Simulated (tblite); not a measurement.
A geometry optimisation, step by step.

C₃Si (singlet state).
Numbering: `[C:1]1[C:2]2[Si:3][C:4]12`

Computed with GFN2-xTB (tblite), gas phase: L-BFGS steps from a force-field or distance-geometry start until the largest atomic force falls under 0.01 eV/Å. 14 of its 15 geometries are shown.

Step 0: E = -212.6389 eV, largest atomic force 4.137 eV/Å
```
atom  x, y, z in Å  |  force x, y, z in eV/Å
C1     -1.326   -0.005    0.233    3.665   0.000  -1.918
C2     -0.120    0.764   -0.215   -1.945  -0.840   1.109
Si3     1.565   -0.003    0.175    0.440   0.063  -0.302
C4     -0.109   -0.751   -0.215   -2.160   0.776   1.110
```

Step 1: E = -212.8720 eV, largest atomic force 1.037 eV/Å
```
atom  x, y, z in Å  |  force x, y, z in eV/Å
C1     -1.273   -0.005    0.206   -0.041   0.033  -0.647
C2     -0.147    0.752   -0.200    0.061   0.820   0.558
Si3     1.571   -0.002    0.170   -0.070   0.031  -0.451
C4     -0.140   -0.740   -0.200    0.050  -0.884   0.540
```

Step 2: E = -212.9056 eV, largest atomic force 0.683 eV/Å
```
atom  x, y, z in Å  |  force x, y, z in eV/Å
C1     -1.269   -0.005    0.194   -0.280   0.033  -0.547
C2     -0.149    0.763   -0.190    0.199   0.379   0.505
Si3     1.570   -0.002    0.163   -0.110   0.029  -0.444
C4     -0.142   -0.752   -0.190    0.191  -0.441   0.486
```

Step 3: E = -212.9596 eV, largest atomic force 0.600 eV/Å
```
atom  x, y, z in Å  |  force x, y, z in eV/Å
C1     -1.268   -0.003    0.158   -0.429   0.012  -0.419
C2     -0.147    0.784   -0.160    0.183  -0.362   0.382
Si3     1.567    0.000    0.139    0.103   0.026  -0.337
C4     -0.141   -0.776   -0.161    0.144   0.324   0.373
```

Step 4: E = -212.9918 eV, largest atomic force 0.703 eV/Å
```
atom  x, y, z in Å  |  force x, y, z in eV/Å
C1     -1.273   -0.002    0.122   -0.441  -0.001  -0.325
C2     -0.144    0.794   -0.129    0.085  -0.638   0.282
Si3     1.567    0.002    0.115    0.306   0.015  -0.237
C4     -0.140   -0.789   -0.131    0.050   0.624   0.280
```

Step 5: E = -213.0356 eV, largest atomic force 0.938 eV/Å
```
atom  x, y, z in Å  |  force x, y, z in eV/Å
C1     -1.289    0.001    0.059   -0.122  -0.013  -0.215
C2     -0.139    0.799   -0.076   -0.145  -0.887   0.163
Si3     1.576    0.005    0.073    0.400  -0.013  -0.119
C4     -0.138   -0.799   -0.079   -0.134   0.913   0.171
```

Step 6: E = -213.0728 eV, largest atomic force 0.908 eV/Å
```
atom  x, y, z in Å  |  force x, y, z in eV/Å
C1     -1.305    0.002   -0.007    0.250  -0.023  -0.048
C2     -0.137    0.791   -0.020   -0.242  -0.829   0.033
Si3     1.591    0.008    0.029    0.183  -0.036  -0.025
C4     -0.139   -0.796   -0.024   -0.191   0.887   0.040
```

Step 8: E = -213.0942 eV, largest atomic force 0.102 eV/Å
```
atom  x, y, z in Å  |  force x, y, z in eV/Å
C1     -1.313    0.002   -0.033   -0.098  -0.022   0.019
C2     -0.139    0.769    0.002    0.004   0.027  -0.017
Si3     1.603    0.007    0.011    0.058  -0.029   0.015
C4     -0.141   -0.774   -0.003    0.036   0.024  -0.017
```

Step 9: E = -213.0946 eV, largest atomic force 0.057 eV/Å
```
atom  x, y, z in Å  |  force x, y, z in eV/Å
C1     -1.315    0.002   -0.028   -0.050  -0.018   0.009
C2     -0.139    0.768   -0.002   -0.013   0.053  -0.008
Si3     1.604    0.006    0.014    0.052  -0.022   0.007
C4     -0.140   -0.772   -0.007    0.011  -0.012  -0.008
```

Step 10: E = -213.0948 eV, largest atomic force 0.035 eV/Å
```
atom  x, y, z in Å  |  force x, y, z in eV/Å
C1     -1.316    0.001   -0.024    0.016  -0.013   0.000
C2     -0.140    0.769   -0.006   -0.024   0.026   0.000
Si3     1.605    0.006    0.017    0.018  -0.015   0.000
C4     -0.139   -0.771   -0.010   -0.010   0.002   0.000
```

Step 11: E = -213.0948 eV, largest atomic force 0.020 eV/Å
```
atom  x, y, z in Å  |  force x, y, z in eV/Å
C1     -1.316    0.001   -0.023    0.008  -0.010  -0.003
C2     -0.140    0.770   -0.006   -0.011   0.016   0.002
Si3     1.605    0.005    0.018    0.002  -0.012  -0.002
C4     -0.139   -0.771   -0.011    0.001   0.007   0.002
```

Step 12: E = -213.0948 eV, largest atomic force 0.016 eV/Å
```
atom  x, y, z in Å  |  force x, y, z in eV/Å
C1     -1.316    0.000   -0.024    0.007  -0.007  -0.002
C2     -0.140    0.770   -0.006   -0.002   0.003   0.002
Si3     1.605    0.005    0.018   -0.013  -0.009  -0.002
C4     -0.139   -0.770   -0.011    0.008   0.013   0.002
```

Step 13: E = -213.0948 eV, largest atomic force 0.016 eV/Å
```
atom  x, y, z in Å  |  force x, y, z in eV/Å
C1     -1.316    0.000   -0.024   -0.001  -0.004  -0.001
C2     -0.141    0.771   -0.006    0.005  -0.001   0.001
Si3     1.605    0.004    0.017   -0.015  -0.005  -0.001
C4     -0.139   -0.770   -0.010    0.011   0.010   0.001
```

Step 14: E = -213.0948 eV, largest atomic force 0.009 eV/Å
```
atom  x, y, z in Å  |  force x, y, z in eV/Å
C1     -1.315   -0.001   -0.024   -0.002   0.000   0.000
C2     -0.141    0.771   -0.005    0.005  -0.003   0.000
Si3     1.605    0.004    0.017   -0.009  -0.001   0.000
C4     -0.139   -0.770   -0.010    0.007   0.004   0.000
```

**Question.** Summarise the path.

**Answer.** The energy falls by 10.51 kcal/mol from step 0 to step 14; nine tenths of that is first reached at step 6. It falls at every step. The largest force goes from 4.137 to 0.009 eV/Å. Among the bonds C1–C2 changes most, from 1.499 to 1.406 Å; the atoms move by 0.213 Å rms after alignment.

**Question.** Follow the three bonds and two angles with the largest change from start to end.

**Answer.** 
```tsv
step	E above end (kcal/mol)	largest force (eV/Å)	C1–C2 (Å)	C1–C4 (Å)	Si3–C4 (Å)	C1–C2–Si3 (°)	C2–C1–C4 (°)
0	10.51	4.137	1.499	1.496	1.874	116.5	60.8
1	5.14	1.037	1.416	1.410	1.899	116.6	63.7
2	4.36	0.683	1.411	1.406	1.903	116.4	65.1
3	3.12	0.600	1.406	1.403	1.900	116.8	67.5
4	2.38	0.703	1.404	1.403	1.897	117.7	68.7
5	1.37	0.938	1.406	1.408	1.899	119.6	69.2
6	0.51	0.908	1.409	1.413	1.909	121.6	68.4
7	0.05	0.221	1.402	1.406	1.912	122.9	67.2
8	0.01	0.102	1.403	1.406	1.911	123.2	66.6
9	0.01	0.057	1.404	1.407	1.909	123.3	66.5
10	0.00	0.035	1.405	1.407	1.909	123.2	66.4
11	0.00	0.020	1.405	1.407	1.909	123.2	66.4
12	0.00	0.016	1.405	1.407	1.909	123.1	66.5
13	0.00	0.016	1.405	1.406	1.909	123.0	66.5
14	0.00	0.009	1.406	1.406	1.908	123.0	66.5
```

The cost below is that of the whole relaxation. Time: under 0.1 s. Hardware: one thread of an Arm Neoverse V2, no GPU (shared host).
